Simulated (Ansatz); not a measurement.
Input for Ansatz (development build ahead of 0.2.0):

```yaml
crystal:
  periodic: [false, false, false]
  atoms:
    - { symbol: Na, position_ang: [-0.01317, 0.0211, -2.30514] }
    - { symbol: I, position_ang: [-0.00461, 0.0325, 0.488] }
basis:
  gaussian: { orbitals: STO-3G }
hamiltonian:
  xc: hf
correlation:
  method: mp2
  frozen_orbitals: { I: 18, Na: 1 }
```

The input is written out in the form of the current development build from the run's settings.

The run gave:

- Converged: yes
- Reference energy: -7010.62001 hartree
- Correlation energy: -0.04119 hartree
- Total energy: -7010.66120 hartree
- Spin squared of the determinant: 0.000
